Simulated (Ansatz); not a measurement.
Reaction (germylene formation by 1,1-elimination): `[OH][GeH]([F])[SiH2]Cl` → `[OH][Ge][F]` + `[SiH3]Cl`

Isolated molecules relaxed with PBE0-D4/def2-TZVP in Ansatz; ΔE leaves out vibrations. CBS: MP2 limit from def2 TZ/QZ plus the TZ coupled-cluster correction, frozen cores. This one scheme is used for every species. DFT in def2-TZVPP. For Ge outer-core shells are correlated without core-valence functions, which leaves a few kJ/mol of doubt a bond. Scalar relativity is left out up to krypton. One conformer a species, not always the lowest.

| level | ΔE (kcal/mol) |
| --- | --- |
| r2SCAN-D4 | 10.8 |
| ωB97M-V | 5.7 |
| B2PLYP | 4.8 |
| PBE | 5.7 |
| CCSD/def2-TZVPP | 9.8 |
| CCSD(T)/def2-TZVPP | 10.3 |
| HF/def2-QZVPP | 4.9 |
| MP2/def2-QZVPP | 9.9 |

Q: What does CCSD(T)/CBS give? (An estimate is asked.)

A: The calculation gave: +8.2 kcal/mol. The listed levels differ from it by 2.6, -2.5, -3.4, -2.5, 1.6, 2.1, -3.3, 1.7 kcal/mol.

Largest T1 diagnostic among the species: 0.015.

In def2-TZVPP, CCSD(T) changes the Hartree–Fock value by +5.1 kcal/mol (the triples alone add +0.5 kcal/mol) and MP2 by +6.1 kcal/mol. The D4 term adds +3.8 kcal/mol with B3LYP and +2.1 kcal/mol with PBE0; it sums over pairs of atoms, weighted by their polarisabilities, and B3LYP, whose exchange is more repulsive, gets the larger term. From PBE to PBE0 (25 % exact exchange), in def2-TZVPP and without D4, ΔE moves by +3.7 kcal/mol.

B3LYP here is the variant with VWN-RPA as its local correlation; programs differ in this.
